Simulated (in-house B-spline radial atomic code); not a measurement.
**Eu²⁺: [Xe] 4f7**

Level of theory: Dirac-Kohn-Sham relativistic LDA, spherical fractional occupations, Fermi nucleus of rms radius 5.1115 fm; calculated with a radial B-spline atomic code at the basis-set limit.

Screening seen three ways: the hydrogenic charge with the same mean radius, Z_r = [3n² - l(l+1)]/(2<r>), the one with the same energy, Z_e = n√(-2ε), and Slater's rules. Values are occupation-weighted means over j. An effective charge above Z reflects the relativistic contraction of the inner shells.

| shell | electrons | ε (eV) | <r> (bohr) | Z_r | Z_e | Slater |
| --- | --- | --- | --- | --- | --- | --- |
| 1s | 2 | -48018 | 0.02241 | 66.93 | 59.41 | 62.70 |
| 2s | 2 | -7903.6 | 0.09492 | 63.21 | 48.20 | 58.85 |
| 2p | 6 | -7081 | 0.08376 | 59.70 | 45.63 | 58.85 |
| 3s | 2 | -1750 | 0.25 | 54.00 | 34.02 | 51.75 |
| 3p | 6 | -1490.4 | 0.248 | 50.41 | 31.40 | 51.75 |
| 3d | 10 | -1128.4 | 0.2263 | 46.41 | 27.32 | 41.85 |
| 4s | 2 | -357.59 | 0.5675 | 42.29 | 20.51 | 35.25 |
| 4p | 6 | -271.39 | 0.5999 | 38.34 | 17.86 | 35.25 |
| 4d | 10 | -147.87 | 0.6553 | 32.04 | 13.19 | 23.85 |
| 5s | 2 | -58.182 | 1.381 | 27.14 | 10.34 | 11.30 |
| 5p | 6 | -37.532 | 1.618 | 22.57 | 8.30 | 11.30 |
| 4f | 7 | -16.541 | 0.9525 | 18.90 | 4.41 | 14.90 |

The least bound orbital is 4f7/2 at -16.27 eV, while the most diffuse is 5p3/2 (<r> = 1.649 bohr against 0.9595 bohr): energy order and size order differ.

Spin-orbit splittings of the orbital energies (j = l + 1/2 above j = l - 1/2 when positive): 2p 640.8 eV, 3p 130.7 eV, 3d 28.6 eV, 4p 29.01 eV, 4d 5.227 eV, 5p 3.857 eV, 4f 0.6246 eV.

For the 1s electron the small component carries 5.46 % of the norm, the zero-frequency Breit interaction raises the level by 142 eV, self-energy by 84.65 eV, and vacuum polarisation lowers it by 13.58 eV.
